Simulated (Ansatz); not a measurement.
Total energies of CH2AlBO.

Cartesian coordinates in Å:
```
O -1.947 -0.207 -1.352
C -0.836 -0.173 -1.033
B 0.526 -0.118 -0.577
Al 0.431 0.236 1.331
H 1.494 -0.263 -1.251
H 0.331 0.525 2.882
```

Charge 0, multiplicity 1. The bonds changed during the relaxation, so this is another structure than the one it started from. The structure was optimised at the PBE0-D4/def2-TZVP level. Basis def2-TZVPP, the Gaussian-basis code of Ansatz.

RPA on PBE orbitals: Hartree–Fock energy of these orbitals -380.43040 Eh, correlation -0.91113 Eh (frozen core).

```tsv
functional	kind	energy without D4 (Eh)	D4 term (kJ/mol)
BLYP	GGA	-381.78973	-24.2
r2SCANh	meta-GGA hybrid, 10 %	-381.69352	-2.7
```

(1) Give the same for LDA (SPW92), PBE, revPBE, r2SCAN, B97M-V, PBE0, B3LYP, r2SCAN0, HSE06 (plane-wave form), BHLYP, CAM-B3LYP, LC-ωPBE, ωB97X-V, ωB97M-V, B2PLYP, PBE-QIDH. (Best estimate.)

B3LYP takes the VWN-RPA correlation (the form of Gaussian; ORCA's B3LYP/G). HSE06 is the plane-wave form, built on full-range PBE exchange. The double hybrids freeze the cores in their second-order part.

## Answers

(1) Ansatz gave: 
```tsv
functional	kind	energy without D4 (Eh)	D4 term (kJ/mol)
LDA (SPW92)	LDA	-379.58795	–
PBE	GGA	-381.51178	-11.0
revPBE	GGA	-381.72666	-31.6
r2SCAN	meta-GGA	-381.70657	-2.5
B97M-V	meta-GGA with VV10	-381.74605	–
PBE0	global hybrid, 25 % exact exchange	-381.52898	-9.2
B3LYP	global hybrid, 20 %	-381.83785	-18.0
r2SCAN0	meta-GGA hybrid, 25 %	-381.67501	-3.0
HSE06 (plane-wave form)	screened hybrid	-381.51620	-8.7
BHLYP	global hybrid, 50 %	-381.72746	-14.8
CAM-B3LYP	range-separated hybrid	-381.74287	-9.5
LC-ωPBE	long-range corrected hybrid	-381.60744	–
ωB97X-V	range-separated hybrid GGA with VV10	-381.71383	–
ωB97M-V	range-separated hybrid meta-GGA with VV10	-381.74168	–
B2PLYP	double hybrid	-381.58496	–
PBE-QIDH	double hybrid	-381.40867	–
```

LC-ωPBE has ω = 0.4 bohr⁻¹.
